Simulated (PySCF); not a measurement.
SMILES [O](C)[Ge]([CH]=C)([CH3])[CH3], singlet (GFN2-xTB optimised geometry):

```
19

C     -1.835     1.713     0.847
C     -0.911     1.294     0.000
Ge    -0.108    -0.518     0.000
C      1.872    -0.518     0.000
C     -0.930    -1.688     1.394
O     -0.421    -1.231    -1.616
C     -1.697    -1.428    -2.169
H     -2.258     2.707     0.802
H     -2.208     1.078     1.636
H     -0.564     1.964    -0.778
H      2.258    -0.136     0.941
H      2.239    -1.529    -0.145
H      2.250     0.101    -0.808
H     -2.014    -1.693     1.306
H     -0.572    -2.707     1.273
H     -0.667    -1.346     2.389
H     -1.555    -1.756    -3.200
H     -2.288    -0.507    -2.169
H     -2.255    -2.197    -1.628
```

Computed with B3LYP/def2-SVP (PySCF).

Task: What are the frontier orbital energies and the dipole moment?

Result: HOMO-2 -7.63 eV, HOMO-1 -7.41 eV, HOMO -6.81 eV, LUMO -0.32 eV, LUMO+1 1.19 eV; dipole moment 1.43 D.

On the same geometry PBE/def2-SVP (PySCF) gives HOMO-2 -6.71 eV, HOMO-1 -6.17 eV, HOMO -5.51 eV, LUMO -1.14 eV, LUMO+1 0.66 eV; dipole moment 1.32 D.

Meta-Löwdin charges at B3LYP/def2-SVP: C1 -0.19, C2 -0.30, Ge3 0.94, C4 -0.49, C5 -0.51, O6 -0.59, C7 -0.06, H8 0.10, H9 0.10, H10 0.10, H11 0.10, H12 0.11, H13 0.11, H14 0.11, H15 0.11, H16 0.11, H17 0.10, H18 0.08, H19 0.08.
